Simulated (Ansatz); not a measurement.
Species: C$_{5}$H$_{8}$, SMILES `C#CC(C)C` (charge 0, multiplicity 1).

Task: Give a relaxed geometry from PBE-D3(BJ)/def2-TZVP in Ansatz (an electronic-structure program).

Result: the end point of this relaxation (outside a Z-matrix the atoms follow the SMILES, hydrogens last).
Cartesian coordinates (Å) in one orientation:
```xyz
13

C      1.900    -0.196     1.655
C      0.865    -0.091     1.032
C     -0.368     0.035     0.258
C     -0.356     1.316    -0.595
C     -0.604    -1.215    -0.609
H      2.812    -0.288     2.207
H     -1.203     0.113     0.978
H     -1.307     1.418    -1.137
H      0.461     1.279    -1.330
H     -0.212     2.207     0.031
H      0.205    -1.329    -1.344
H     -1.556    -1.125    -1.152
H     -0.637    -2.124     0.007
```
